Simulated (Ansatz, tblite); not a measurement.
Forces on the cluster Ge2C at its r2SCAN-D4/def2-TZVP geometry. The state is a singlet with charge 0.

The xTB rows come from tblite. The structure comes from a short search, and lower isomers may exist.

GFN1-xTB (tblite), largest force 0.21 eV/Å:

```xyz
3
positions Å, forces eV/Å
Ge    1.567   -0.151   -0.249    0.203   -0.034   -0.049
Ge   -1.571   -0.203   -0.181   -0.203   -0.040   -0.040
C     0.003    0.354    0.430    0.000    0.074    0.089
```

GFN2-xTB (tblite), largest force 0.57 eV/Å:

```
Ge 0.533 -0.122 -0.171
Ge -0.535 -0.140 -0.148
C 0.002 0.262 0.319
```

r2SCAN-D4/def2-TZVP (Ansatz), largest force 0.01 eV/Å:

```
Ge -0.009 -0.001 -0.001
Ge 0.009 0.000 -0.001
C -0.001 0.001 0.001
```
